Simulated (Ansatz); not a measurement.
H$_{3}$S, charge +1, singlet, at a GFN2-xTB geometry; Ansatz (a quantum-chemistry and plane-wave program) with RPA/cc-pVTZ.

Here is a job for Ansatz.
Ansatz 0.2 input:
```yaml
crystal:
  periodic: [false, false, false]
  atoms:
    - {symbol: S, position_ang: [0.00815214, -0.00667796, 0.11475350]}
    - {symbol: H, position_ang: [-0.52580220, 1.06636048, -0.51777110]}
    - {symbol: H, position_ang: [1.09132467, -0.05802782, -0.69808507]}
    - {symbol: H, position_ang: [-0.69595671, -0.90148537, -0.62019990]}
basis:
  gaussian:
    orbitals: cc-pVTZ
total_charge: 1
magnetization: {spin_polarized: false}
correlation: {method: rpa}
```

It wrote (shortened):

```
Functional definition: HF
413 factors; integrals over basis functions are off by at most 7.2e-4 eV
mean field evaluation 1: about -10856.1760 eV, gradient 1.6e1 eV
mean field evaluation 2: about -10856.1791 eV, gradient 1.6e1 eV
mean field evaluation 4: about -10857.1363 eV, gradient 1.7e0 eV
mean field evaluation 8: about -10857.1572 eV, gradient 4.5e-4 eV
mean field -10857.15721937 eV, -398.9931685663 hartree, gradient 3.8e-6 eV, S^2 0.000000; 0 other end points of the search recorded, 0 dependent functions left out
5 core orbitals not correlated
reference -10857.15721937 eV, -398.9931685663 hartree; 4, 4 occupied and 67, 67 virtual orbitals, 413 factors
Total energy: -10863.90509132 eV, -399.2411482865 hartree
```
